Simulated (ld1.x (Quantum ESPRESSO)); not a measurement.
# fluorine, TM: configuration errors across variants

```
Element                 : F (Z = 9)
Generator               : ld1.x (Quantum ESPRESSO) 7.5
Type                    : norm-conserving Troullier–Martins (Kleinman–Bylander form)
Functional              : PBE
Relativity              : scalar-relativistic
Frozen core             : [He]
Valence charge          : 7
Reference configuration : 2s2 2p5
Partial waves           : 2p (bound): rc 1.70 bohr; 2s (bound): rc 0.60 bohr
Local potential         : the s channel
Core correction         : none
```

All-electron excitation energies from the reference (eV): (1) 2s2 2p4 19.390; (2) 2s2 2p3 57.775; (3) 2s2 2p2 118.413; (4) 2s2 2p4.5 7.543; (5) 2s1 2p5 38.493; (6) 2s1 2p6 18.814; (7) 2s2 2p1 204.215.

Errors AE − PS in meV (a dash: test not solved or not reliable):

```csv
change,(1),(2),(3),(4),(5),(6),(7),bound ghosts
base,+42,+398,+1630,+5.5,-134,+3.7,+4591,none
"all radii scaled by about 0.74 (s 0.44, p 1.26 bohr)",+12,+126,+570,+1.1,+23,+83,+1768,none
"all radii scaled by about 0.88 (s 0.52, p 1.50 bohr)",+22,+232,+1007,+2.5,-62,+29,+2973,none
"all radii scaled by about 1.27 (s 0.76, p 2.16 bohr)",+149,+1139,+4081,+24,-332,-53,+10384,none
"all radii scaled by about 1.34 (s 0.80, p 2.28 bohr)",+187,+1377,+4809,+31,-383,-72,+12001,none
```

(1) Give the same row for: all radii scaled by about 1.12 (s 0.68, p 1.90 bohr).

Results:

(1) +81, +686, +2626, +12, -221, -18, +7027; bound ghosts: none.
